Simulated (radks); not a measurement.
Coulomb parameter of the 5d shell of the mercury ion Hg+ in the model configuration [Xe] 4f14 5d9 6s1 6p1, as a second difference U = [E(n + 1) + E(n - 1) - 2 E(n)] / (1)^2 with all orbitals relaxed. "Bare": the charge of the atom changes with n. "Screened": the 6p shell takes up the change at fixed total charge, which measures U(5d,5d) + U(6p,6p) - 2 U(5d,6p). Method: Dirac Kohn-Sham, PBE, spin-unpolarised, spherical densities, finite nucleus; open shells are shared between the two j in proportion to 2j + 1; Fermi nuclear charge, rms radius 5.4648 fm; computed with a radial shooting solver on a logarithmic mesh with Libxc functionals.

| case | configuration | E - E(n) (eV) |
|---|---|---|
| start | [Xe] 4f14 5d9 6s1 6p1 | 0.000 |
| bare +1 | [Xe] 4f14 5d10 6s1 6p1 | -17.399 |
| bare -1 | [Xe] 4f14 5d8 6s1 6p1 | 29.449 |
| screened +1 | [Xe] 4f14 5d10 6s1 | -12.665 |
| screened -1 | [Xe] 4f14 5d8 6s1 6p2 | 15.420 |

U(bare) = 12.050 eV, U(screened by 6p) = 2.755 eV, against the Slater integral F0(5d,5d) = 17.048 eV with frozen orbitals.
